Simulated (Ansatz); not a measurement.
Basis sets compared for CdMeCl (CH₃CdCl). Total charge 0; singlet. Geometry PBE0-D4/def2-TZVP. Ansatz on 4 threads of Intel Xeon Platinum 8488C on a shared host; times are rough, and most runs start from earlier orbitals.

```csv
atom,x (Å),y (Å),z (Å)
Cd1,-0.1458,0.4165,1.1123
C2,0.1098,-0.3120,-0.8334
H3,1.1251,-0.6898,-0.9533
H4,-0.0631,0.4901,-1.5507
H5,-0.5989,-1.1193,-1.0182
Cl6,-0.4271,1.2144,3.2434
```

In the def2 sets Cd takes a core potential; there is no spin–orbit coupling.

Binding counts from free atoms (Cd singlet, C triplet, H doublet, Cl doublet) in the same basis, without a counterpoise term.

```json
{"level": "PBE-D4/def2-SVP", "functions": "78", "energy (Eh)": "-667.4629", "HOMO (eV)": "-6.74", "LUMO (eV)": "-1.46", "binding per atom (eV)": "3.05", "wall time": "0.45 s"}
{"level": "PBE-D4/def2-TZVP", "functions": "126", "energy (Eh)": "-667.7112", "HOMO (eV)": "-6.96", "LUMO (eV)": "-1.66", "binding per atom (eV)": "3.03", "wall time": "0.7 s"}
{"level": "r2SCAN-D4/def2-TZVP", "functions": "126", "energy (Eh)": "-667.9541", "HOMO (eV)": "-7.28", "LUMO (eV)": "-1.37", "binding per atom (eV)": "3.03", "wall time": "1.4 s"}
{"level": "PBE0-D4/def2-SVP", "functions": "78", "energy (Eh)": "-667.5025", "HOMO (eV)": "-8.12", "LUMO (eV)": "-0.64", "binding per atom (eV)": "3.03", "wall time": "0.65 s"}
{"level": "PBE0-D4/def2-TZVP (with forces)", "functions": "126", "energy (Eh)": "-667.7456", "HOMO (eV)": "-8.29", "LUMO (eV)": "-0.83", "binding per atom (eV)": "3.02", "wall time": "1.2 s"}
```

(1) Estimate the rows for PBE-D4/def2-TZVPD, r2SCAN-D4/def2-TZVPD, PBE0-D4/def2-TZVPD.

## Answers

(1) 
| level | functions | energy (Eh) | HOMO (eV) | LUMO (eV) | binding per atom (eV) | wall time |
| --- | --- | --- | --- | --- | --- | --- |
| PBE-D4/def2-TZVPD | 150 | -667.7127 | -7.02 | -1.74 | 3.04 | 0.8 s |
| r2SCAN-D4/def2-TZVPD | 150 | -667.9551 | -7.33 | -1.42 | 3.04 | 1.4 s |
| PBE0-D4/def2-TZVPD | 150 | -667.7468 | -8.31 | -0.93 | 3.02 | 1 s |
